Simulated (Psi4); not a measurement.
Psi4 input (wB97X-D/6-311+G**):

```
memory 1500 MB

molecule {
-1 1
C    -0.82880747   -0.85321887    0.09333913
C    -0.92924405    0.62460597   -0.23543664
C     0.34001918    0.13822213    0.40950566
N     1.51629915    0.19488341   -0.33550768
H    -0.64568999   -1.52977438   -0.73414714
H    -1.46790648   -1.24046512    0.88781194
H    -1.63577576    1.22445929    0.33362985
H    -0.82635303    0.90803235   -1.27729542
H     0.33128085    0.35172249    1.50536208
H     2.13854425   -0.53581382    0.02874361
symmetry c1
no_reorient
no_com
}

set {
  basis 6-311+G**
  reference rks
  scf_type df
  df_basis_scf def2-universal-jkfit
  dft_radial_points 99
  dft_spherical_points 590
  e_convergence 1e-8
  d_convergence 1e-7
  maxiter 150
}

e = energy('wb97x-d')
print_out(f'\nFINAL {e:.10f} DIPOLE {variable("CURRENT DIPOLE")[0]:.6f} {variable("CURRENT DIPOLE")[1]:.6f} {variable("CURRENT DIPOLE")[2]:.6f}\n')
```

From the output:

```
    One-Electron Energy =                -468.9293282773278406
    Two-Electron Energy =                 197.4885652169299988
    DFT Exchange-Correlation Energy =     -17.4644826765236090
    Empirical Dispersion Energy =          -0.0031664340615292
    VV10 Nonlocal Energy =                  0.0000000000000000
    Total Energy =                       -172.5917783048936656

Computation Completed

Properties will be evaluated at   0.000000,   0.000000,   0.000000 [a0]

Properties computed using the SCF density matrix

 Multipole Moments:

 ------------------------------------------------------------------------------------
     Multipole            Electronic (a.u.)      Nuclear  (a.u.)        Total (a.u.)
 ------------------------------------------------------------------------------------

 L = 1.  Multiply by 2.5417464519 to convert [e a0] to [Debye]
 Dipole X            :         -1.6946676           -0.0000003           -1.6946679
 Dipole Y            :         -0.5053357            0.0000001           -0.5053356
 Dipole Z            :          0.7476545            0.0000001            0.7476546
 Magnitude           :                                                    1.9199611

 ------------------------------------------------------------------------------------

FINAL -172.5917783049 DIPOLE -1.694668 -0.505336 0.747655

*** Psi4 exiting successfully. Buy a developer a beer!
```

The dipole moment of an ion depends on the origin.

The geometry given is a B3LYP-D3(BJ)/def2-TZVP minimum.
